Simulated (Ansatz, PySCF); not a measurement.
Noncovalent pair: CHN (SMILES C#N) (first 3 atoms) with C2H6O (SMILES COC); geometry from B3LYP-D3(BJ)/def2-TZVP, rigid monomers moved along the line of their centres of mass till H3···O5 is 1.75 Å.
(charge 0, multiplicity 1):
```xyz
12

C     -0.29344     0.18843    -0.30608
N     -0.36187     0.30994    -1.44480
H     -0.22674     0.07382     0.76550
C      0.07563    -1.36496     3.13541
O     -0.11836    -0.11397     2.50242
C     -0.06583     0.97857     3.40067
H     -0.70110    -1.54999     3.88614
H      1.05711    -1.41274     3.62093
H      0.01906    -2.13237     2.36533
H     -0.84845     0.89785     4.16364
H     -0.22418     1.88585     2.82023
H      0.90970     1.03364     3.89729
```

Monomers are frozen at their geometry in the pair; levels with a basis set take the counterpoise correction. Rows marked so take none.

Frozen-core correlation. Rows in 6-31G* carry no dispersion term and start afresh at each structure (6-31G* with six Cartesian d functions).

Codes used: Ansatz (Gaussian orbitals); PySCF for 6-31G* rows, the dispersion terms. Values without a source in brackets are computed.

```
level                          interaction energy (kcal/mol)
-----------------------------  -----------------------------
HF/6-31G*                                              -3.63
PBE-D3(BJ)/def2-TZVPPD                                 -5.43
BP86/6-31G* (no counterpoise)                          -5.39
r2SCAN-D3(BJ)/def2-TZVPPD                              -5.14
B3LYP/def2-TZVPPD                                      -4.10
PBE0/def2-TZVPPD                                       -4.86
PBE0-D3(BJ)/def2-TZVPPD                                -5.82
wB97X-V/def2-TZVPPD                                    -5.19
CCSD(T)/aug-cc-pVDZ                                        …
```

**Question.** Some entries are withheld; supply them.

**Answer.** 
- CCSD(T)/aug-cc-pVDZ, interaction energy (kcal/mol): -3.93

Ansatz is a first-principles code.
